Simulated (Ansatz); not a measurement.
System: C4H11Ge, net charge 0, doublet state. It need not be the lowest isomer of its formula. 
Geometry from a B3LYP-D3(BJ)/def2-TZVP (Ansatz, a quantum-chemistry and plane-wave program) optimisation:
SMILES: [CH2]([GeH3])C[CH]C
```xyz
16

C      3.7862    -0.1564     0.0359
C      2.4930     0.4854     0.3837
C      1.1983    -0.1814     0.0776
C     -0.0217     0.7282     0.2449
Ge    -1.7298    -0.1676    -0.1609
H      3.7878    -0.5222    -0.9968
H      4.6276     0.5273     0.1557
H      3.9918    -1.0346     0.6683
H      2.4873     1.3397     1.0507
H      1.0769    -1.0714     0.7191
H      1.2305    -0.5823    -0.9442
H      0.0663     1.6005    -0.4064
H     -0.0758     1.1034     1.2697
H     -1.9316    -1.3760     0.7755
H     -2.9131     0.8020     0.0218
H     -1.7278    -0.6773    -1.6162
```
Charge 0, spin multiplicity 2.

Total electronic energies in hartree. Cores are frozen in the correlated levels unless marked. Open shells are spin-unrestricted. No spin-orbit coupling. The frozen core is the preceding noble-gas configuration, with the filled d and f shells of earlier blocks. No relativistic terms. CBS marks a two-point X^-3 extrapolation of the correlation energy; Hartree-Fock from the larger set. [CCSD(T)-MP2]/basis is that difference in the basis named.

| level | program | energy (Eh) |
|---|---|---|
| HF/cc-pVDZ | Ansatz | -2233.16875 |
| RI-HF/cc-pVTZ | Ansatz | -2233.28596 |
| SVWN5/def2-TZVPD | Ansatz | -2231.36072 |
| PBE-D3(BJ)/def2-TZVPD | Ansatz + dftd3 | -2235.49833 |
| PBE-D4/def2-TZVPD | Ansatz + dftd4 | -2235.49756 |
| r2SCAN/def2-TZVPD | Ansatz | -2235.92976 |
| B3LYP/def2-TZVPD | Ansatz | -2236.09736 |
| PBE0-D3(BJ)/def2-TZVPD | Ansatz + dftd3 | -2235.58780 |
| PBE0/def2-TZVP | Ansatz | -2235.57645 |
| PBE0/def2-TZVPD | Ansatz | -2235.57738 |
| r2SCANh/def2-TZVPD | Ansatz | -2235.91791 |
| B2PLYP/def2-TZVPD | Ansatz | ___ |
| RPA@PBE/cc-pVQZ | Ansatz | ___ |
| CCSD/6-31G | Ansatz | -2233.24806 |
| RI-MP2/CBS(cc-pVTZ,cc-pVQZ)+[CCSD(T)-MP2]/cc-pVTZ | Ansatz | -2234.2858 |

Question: What belongs in the gaps?

Answer: 
- B2PLYP/def2-TZVPD, energy (Eh): -2235.45565
- RPA@PBE/cc-pVQZ, energy (Eh): -2234.74031
